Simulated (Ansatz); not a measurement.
Ansatz (a program for electronic structure) input (CCSD(T)/def2-SVPD):

Ansatz 0.2 input:
```yaml
crystal:
  periodic: [false, false, false]
  atoms:
    - {symbol: Sn, position_ang: [-0.00320074, 0.00045965, -0.03349655]}
    - {symbol: H, position_ang: [0.08911333, -1.51299313, 0.81594046]}
    - {symbol: H, position_ang: [0.07092378, 1.49001039, 0.85888713]}
basis:
  gaussian:
    orbitals: def2-SVPD
total_charge: 1
magnetization: {spin_polarized: true, initial_magnetization: 1}
correlation: {method: ccsd_t, electrons: outside_noble_gas}
output: {forces: true}
```

Output:

```
Functional definition: HF
integrals: 0.03 GiB planned
584 factors; integrals over basis functions are off by at most 2.8e-4 eV
mean field: 0.11 GiB planned
mean field evaluation 1: about -5827.8887 eV, gradient 5.9e0 eV
mean field evaluation 2: about -5827.8964 eV, gradient 5.9e0 eV
mean field evaluation 4: about -5828.3819 eV, gradient 5.5e-1 eV
mean field evaluation 8: about -5828.3884 eV, gradient 8.5e-4 eV
mean field evaluation 16: about -5828.3884 eV, gradient 5.2e-2 eV
mean field evaluation 32: about -5825.6680 eV, gradient 6.0e0 eV
mean field -5828.38844511 eV, -214.1893247344 hartree, gradient 2.1e-6 eV, S^2 0.763968; 1 other end points of the search recorded, 0 dependent functions left out
determinant -5828.38844511 eV, -214.1893247344 hartree, with singles and doubles -5830.47678720 eV, -214.2660698906 hartree
determinant -5826.16299937 eV, -214.1075411117 hartree, with singles and doubles -5828.51160202 eV, -214.1938506673 hartree
9 core orbitals not correlated
reference -5828.38844511 eV, -214.1893247344 hartree; 3, 2 occupied and 36, 37 virtual orbitals, 584 factors
densities: 0.13 GiB planned
second order -1.53207937 eV of doubles, -0.00000000 eV of singles
coupled cluster: 0.11 GiB planned
cycle   1  -2.07126015 eV  change   -7.7e-2 eV  update   1.5e-2
cycle   2  -2.07710936 eV  change   -5.8e-3 eV  update   5.2e-3
cycle   3  -2.08020403 eV  change   -3.1e-3 eV  update   1.6e-3
cycle   4  -2.08108287 eV  change   -8.8e-4 eV  update   4.9e-4
cycle   5  -2.08133791 eV  change   -2.6e-4 eV  update   1.9e-4
cycle   6  -2.08140480 eV  change   -6.7e-5 eV  update   6.8e-5
cycle   7  -2.08141573 eV  change   -1.1e-5 eV  update   2.2e-5
cycle   8  -2.08141464 eV  change    1.1e-6 eV  update   7.2e-6
cycle   9  -2.08141345 eV  change    1.2e-6 eV  update   2.6e-6
cycle  10  -2.08141363 eV  change   -1.7e-7 eV  update   1.1e-6
perturbative correction -0.03776498 eV, -0.0013878373 hartree
the calculation of the forces begins
Total energy: -5830.50762372 eV, -214.2672031116 hartree
Atom 0 at    -0.003201     0.000460    -0.033497 Å, force     0.001224    -0.000176     0.012809 eV/Å
Atom 1 at     0.089113    -1.512993     0.815940 Å, force    -0.000644     0.005379    -0.006329 eV/Å
Atom 2 at     0.070924     1.490010     0.858887 Å, force    -0.000580    -0.005203    -0.006480 eV/Å
Dipole moment:     0.000139    -0.000020     0.001451 e Å
```
